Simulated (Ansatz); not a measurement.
Reaction (substitution at a C–C bond): `N=C(CN)CF` + `OC(F)[SiH3]` → `FCOC(F)[SiH3]` + `N=CCN`

Calculated with Ansatz (gas phase, PBE0-D4/def2-TZVP geometries, no zero-point term in ΔE). CCSD(T)/CBS adds triple-zeta CCSD(T) − MP2 to the extrapolated MP2 energy (def2 sets, frozen cores). Each species was taken in one conformer, which may not be the lowest.

`N=C(CN)CF`:

Cartesian coordinates in Å:
```
N 0.673 0.736 1.422
C 0.550 0.185 0.294
C -0.756 -0.311 -0.287
N -1.876 0.052 0.556
C 1.791 -0.054 -0.517
F 1.540 0.047 -1.875
H -0.248 0.751 1.872
H -0.832 0.047 -1.321
H -0.693 -1.403 -0.359
H -2.629 -0.616 0.479
H -2.245 0.960 0.308
H 2.557 0.672 -0.241
H 2.168 -1.066 -0.328
```

`OC(F)[SiH3]`:

```xyz
9

O     0.267   -1.532   -0.487
C     0.635   -0.223   -0.265
F     1.671   -0.170    0.672
Si   -0.869    0.734    0.430
H     0.965   -1.986   -0.970
H     1.048    0.243   -1.170
H    -1.356    0.044    1.648
H    -0.432    2.115    0.751
H    -1.930    0.774   -0.608
```

`FCOC(F)[SiH3]`:

```xyz
12

F     1.834    0.552   -1.749
C     1.357   -0.660   -1.312
O     0.106   -0.507   -0.742
C     0.101    0.094    0.510
F     0.566   -0.813    1.458
Si   -1.693    0.596    0.937
H     2.081   -1.058   -0.594
H     1.236   -1.314   -2.176
H     0.800    0.939    0.535
H    -1.699    1.160    2.309
H    -2.551   -0.610    0.862
H    -2.137    1.622   -0.038
```

`N=CCN`:

Cartesian coordinates in Å:
```
N -0.966 -1.229 -0.340
C -0.065 -0.830 0.451
C 0.559 0.528 0.311
N 0.079 1.357 -0.767
H -1.275 -2.169 -0.101
H 0.319 -1.438 1.283
H 0.432 1.056 1.265
H 1.644 0.390 0.213
H -0.924 1.475 -0.672
H 0.196 0.860 -1.643
```

| species | CCSD(T)/CBS(def2) energy (Eh) |
| --- | --- |
| `N=C(CN)CF` | -327.53740 |
| `OC(F)[SiH3]` | -505.08050 |
| `FCOC(F)[SiH3]` | -643.51755 |
| `N=CCN` | -189.09139 |

Problem. Work out ΔE.

Solution. ΔE = (-643.51755) + (-189.09139) − (-327.53740) − (-505.08050) = 0.00896 Eh = +23.5 kJ/mol.

Largest T1 diagnostic among the species: 0.012.

In def2-TZVPP, CCSD(T) changes the Hartree–Fock value by +9.6 kJ/mol (the triples alone add +0.4 kJ/mol) and MP2 by +13.6 kJ/mol.
